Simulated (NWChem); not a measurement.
Program: NWChem. System: C2H5O, charge 1, spin multiplicity 1, at the geometry of a parent with another charge or spin, in a state set for the comparison that need not be this species' ground state. Level: M06-2X/def2-TZVP.

The NWChem input:

```
start mol
memory heap 200 mb stack 900 mb global 1100 mb
charge 1
geometry units angstroms nocenter noautoz noautosym
  C      1.241043     0.239565     0.049622
  C     -0.041892    -0.502927     0.168790
  O     -1.164716     0.237775    -0.268812
  H      1.383891     0.922243    -0.793547
  H      2.105445    -0.021666     0.666134
  H     -0.024055    -1.412717    -0.468200
  H     -0.168523    -0.877421     1.208275
  H     -1.173934     1.067542     0.227354
end
basis spherical
  * library def2-tzvp
end
dft
  xc m06-2x
  semidirect memsize 60000000 filesize 0
  iterations 100
  grid fine
end
task dft energy
```

NWChem printed:

```
             Northwest Computational Chemistry Package (NWChem) 7.3.0
             --------------------------------------------------------

                                NWChem Input Module
                                -------------------

 Scaling coordinates for geometry "geometry" by  1.889725989
 (inverse scale =  0.529177249)

                             Geometry "geometry" -> ""
                             -------------------------

 Output coordinates in angstroms (scale by  1.889725989 to convert to a.u.)

  No.       Tag          Charge          X              Y              Z
 ---- ---------------- ---------- -------------- -------------- --------------
    1 C                    6.0000     1.24104300     0.23956500     0.04962200
    2 C                    6.0000    -0.04189200    -0.50292700     0.16879000
    3 O                    8.0000    -1.16471600     0.23777500    -0.26881200
    4 H                    1.0000     1.38389100     0.92224300    -0.79354700
    5 H                    1.0000     2.10544500    -0.02166600     0.66613400
    6 H                    1.0000    -0.02405500    -1.41271700    -0.46820000
    7 H                    1.0000    -0.16852300    -0.87742100     1.20827500
    8 H                    1.0000    -1.17393400     1.06754200     0.22735400

 Effective nuclear repulsion energy (a.u.)      74.8319882145

            Nuclear Dipole moment (a.u.)
            ----------------------------
        X                 Y               Z
 ---------------- ---------------- ----------------
     0.0000037795     0.0000170075    -0.0000151178


 Summary of "ao basis" -> "" (spherical)
 ------------------------------------------------------------------------------
       Tag                 Description            Shells   Functions and Types
 ---------------- ------------------------------  ------  ---------------------
 *                         def2-tzvp                  on all atoms

                                 NWChem DFT Module
                                 -----------------

 Summary of "ao basis" -> "ao basis" (spherical)
 ------------------------------------------------------------------------------
       Tag                 Description            Shells   Functions and Types
 ---------------- ------------------------------  ------  ---------------------
 C                         def2-tzvp                11       31   5s3p2d1f
 O                         def2-tzvp                11       31   5s3p2d1f
 H                         def2-tzvp                 4        6   3s1p

 Summary of "ao basis" -> "ao basis" (spherical)
 ------------------------------------------------------------------------------
       Tag                 Description            Shells   Functions and Types
 ---------------- ------------------------------  ------  ---------------------
 C                         def2-tzvp                11       31   5s3p2d1f
 O                         def2-tzvp                11       31   5s3p2d1f
 H                         def2-tzvp                 4        6   3s1p

            General Information
            -------------------
          SCF calculation type: DFT
          Wavefunction type:  closed shell.
          No. of atoms     :     8
          No. of electrons :    24
           Alpha electrons :    12
            Beta electrons :    12
          Charge           :     1
          Spin multiplicity:     1
          Use of symmetry is: off; symmetry adaption is: off
          Maximum number of iterations: 100
[...]
 ---------------- ----- ----------------- --------- --------- ---------  ------
 d= 0,ls=0.0,diis     1   -153.8255773289 -2.29D+02  1.80D-02  2.11D+00     6.4
 d= 0,ls=0.0,diis     2   -152.3168915133  1.51D+00  1.39D-02  1.14D+01     8.8
 d= 0,ls=0.0,diis     3   -153.9778050231 -1.66D+00  2.03D-03  3.86D-01    11.1
 d= 0,ls=0.0,diis     4   -154.0221767701 -4.44D-02  9.70D-04  6.06D-02    13.5
 d= 0,ls=0.0,diis     5   -154.0283053117 -6.13D-03  2.68D-04  2.84D-03    16.0
  Resetting Diis
 d= 0,ls=0.0,diis     6   -154.0287213918 -4.16D-04  6.95D-05  1.87D-04    18.4
 d= 0,ls=0.0,diis     7   -154.0287463338 -2.49D-05  3.28D-05  2.24D-05    20.9
 d= 0,ls=0.0,diis     8   -154.0287494128 -3.08D-06  1.48D-05  1.89D-05    23.5
 d= 0,ls=0.0,diis     9   -154.0287518146 -2.40D-06  1.13D-05  4.73D-07    25.8
 d= 0,ls=0.0,diis    10   -154.0287522279 -4.13D-07  4.49D-06  2.32D-07    28.2

         Total DFT energy =     -154.028752227864
      One electron energy =     -350.293974396279
           Coulomb energy =      142.292556353771
    Exchange-Corr. energy =      -20.859322399849
 Nuclear repulsion energy =       74.831988214493

 Numeric. integr. density =       24.000000786691

     Total iterative time =     27.2s

                       DFT Final Molecular Orbital Analysis
                       ------------------------------------

 Vector   10  Occ=2.000000D+00  E=-7.495766D-01
              MO Center=  8.6D-02, -1.6D-01, -1.1D-02, r^2= 2.2D+00
   Bfn.  Coefficient  Atom+Function         Bfn.  Coefficient  Atom+Function
  ----- ------------  ---------------      ----- ------------  ---------------
    38      0.253779  2 C  py                41      0.205792  2 C  py
    68      0.180424  3 O  px                 8      0.172137  1 C  pz
    71      0.154197  3 O  px                95     -0.140539  4 H  s
   107     -0.137394  6 H  s                 11      0.135312  1 C  pz
    69     -0.127118  3 O  py                 7     -0.111062  1 C  py

 Vector   11  Occ=2.000000D+00  E=-6.540293D-01
              MO Center= -7.3D-01, -2.2D-02, -1.6D-01, r^2= 1.8D+00
   Bfn.  Coefficient  Atom+Function         Bfn.  Coefficient  Atom+Function
  ----- ------------  ---------------      ----- ------------  ---------------
    68      0.259468  3 O  px                71      0.218563  3 O  px
    70      0.203819  3 O  pz                66     -0.166200  3 O  s
    73      0.165332  3 O  pz                67     -0.163928  3 O  s
    39     -0.154170  2 C  pz                69      0.153699  3 O  py
   119      0.146298  8 H  s                 74      0.136188  3 O  px

 Vector   12  Occ=2.000000D+00  E=-5.971391D-01
              MO Center= -8.1D-01,  1.1D-01, -9.7D-02, r^2= 1.5D+00
   Bfn.  Coefficient  Atom+Function         Bfn.  Coefficient  Atom+Function
  ----- ------------  ---------------      ----- ------------  ---------------
    70      0.333963  3 O  pz                73      0.284250  3 O  pz
    68     -0.211130  3 O  px                76      0.205028  3 O  pz
    71     -0.183108  3 O  px                69     -0.178829  3 O  py
    72     -0.154172  3 O  py               113     -0.147796  7 H  s
    74     -0.144934  3 O  px                75     -0.112370  3 O  py

 Vector   13  Occ=0.000000D+00  E=-3.729898D-01
              MO Center=  1.0D+00,  1.4D-01,  7.8D-02, r^2= 1.8D+00
   Bfn.  Coefficient  Atom+Function         Bfn.  Coefficient  Atom+Function
  ----- ------------  ---------------      ----- ------------  ---------------
     7      0.286049  1 C  py                10      0.285006  1 C  py
     8      0.253540  1 C  pz                11      0.251699  1 C  pz
    13      0.242896  1 C  py                14      0.204447  1 C  pz
   108      0.137082  6 H  s                107      0.135706  6 H  s
     9     -0.128648  1 C  px                 6     -0.122688  1 C  px

 Vector   14  Occ=0.000000D+00  E=-1.304188D-01
              MO Center=  4.5D-01,  1.4D-01,  4.9D-01, r^2= 6.0D+00
   Bfn.  Coefficient  Atom+Function         Bfn.  Coefficient  Atom+Function
  ----- ------------  ---------------      ----- ------------  ---------------
    36      2.651960  2 C  s                114     -1.285293  7 H  s
   102     -1.064836  5 H  s                108     -1.028619  6 H  s
   120     -0.783281  8 H  s                 96     -0.734761  4 H  s
    12      0.644740  1 C  px                 4      0.479055  1 C  s
    44     -0.452899  2 C  py                13      0.399100  1 C  py

 Vector   15  Occ=0.000000D+00  E=-1.067533D-01
              MO Center=  8.1D-01,  5.4D-01,  6.6D-02, r^2= 5.9D+00
   Bfn.  Coefficient  Atom+Function         Bfn.  Coefficient  Atom+Function
  ----- ------------  ---------------      ----- ------------  ---------------
     5      2.939346  1 C  s                 36     -1.655998  2 C  s
    96     -1.579124  4 H  s                102     -1.207295  5 H  s
    43     -0.818648  2 C  px                67     -0.725381  3 O  s
   120      0.649705  8 H  s                114      0.536129  7 H  s
   108      0.353864  6 H  s                  4      0.292527  1 C  s

 center of mass
 --------------
 x =  -0.08813233 y =   0.01335685 z =  -0.03491633

 moments of inertia (a.u.)
 ------------------
          49.129091148627           1.548783029327         -19.523131071723
           1.548783029327         186.614445969536          10.005536073231
         -19.523131071723          10.005536073231         204.760488440250

     Multipole analysis of the density
     ---------------------------------

     L   x y z        total         alpha         beta         nuclear
     -   - - -        -----         -----         ----         -------
     0   0 0 0      1.000000    -12.000000    -12.000000     25.000000

     1   1 0 0      1.862903      0.931450      0.931450      0.000004
     1   0 1 0      0.218738      0.109361      0.109361      0.000017
     1   0 0 1      0.556564      0.278289      0.278289     -0.000015

     2   2 0 0     -7.743908    -53.615658    -53.615658     99.487407
     2   1 1 0      0.045966      0.283593      0.283593     -0.521220
     2   1 0 1     -0.819085     -5.189158     -5.189158      9.559230
     2   0 2 0     -8.750318    -16.999839    -16.999839     25.249359
     2   0 1 1      0.324390      3.468357      3.468357     -6.612325
     2   0 0 2    -11.407824    -12.074824    -12.074824     12.741823

 Task  times  cpu:       28.2s     wall:       28.2s

 Total times  cpu:       28.2s     wall:       28.2s
```
